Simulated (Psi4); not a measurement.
As (SMILES [As+]), charge +1, triplet. Base run: Psi4 1.11 with B3LYP/cc-pVTZ.

Geometry (Å):
```xyz
1

As     0.0000     0.0000     0.0000
```
Charge +1, spin multiplicity 3.
Orbitals are unrestricted.
All else is at Psi4's defaults (density fitting).
Base energy -2235.52913 Eh.

Each row names what was changed in the base input (with any setting that the change needs).

```csv
change,ΔE vs base (µEh),SCF cycles,grid points,basis functions
base,0.0,8,20688,43
dft_nuclear_scheme = stratmann,0.0,8,20688,43
scf_type = mem_df,0.0,8,20688,43
dft_basis_tolerance = 1e-8,0.0,8,19782,43
e_convergence = 1e-10,0.0,9,20688,43
dft_radial_points = 50,1118,8,13892,43
scf_initial_accelerator = none,0.0,8,20688,43
scf_type = cd,329,8,20688,43
scf_type = disk_df,0.0,8,20688,43
level_shift = 1.0,0.0,8,20688,43
scf_initial_accelerator = ediis,0.0,8,20688,43
guess = core,0.0,8,20688,43
damping_percentage = 20,-0.5,19,20688,43
```

Open shells are given as the SCF converged; they aren't shown to be the lowest states, and a large step between rows can be another state.
